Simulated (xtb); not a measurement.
ClH3O3Sn, SMILES [OH][Sn]([OH])([OH])[Cl]. All values are semi-empirical tight-binding results from xtb (GFN2-xTB unless named), good for trends rather than for accurate numbers. Geometry: GFN2-xTB. The values are those of a single conformer.

For metal compounds this method's bond lengths and energies can be far off.

* **point group as xtb finds it**: C3
* **orbital gap**: 4.30 eV
* **zero-point energy**: 23.3 kcal/mol
* **G − E(el) at 298.15 K (modified RRHO)**: 1.9 kcal/mol
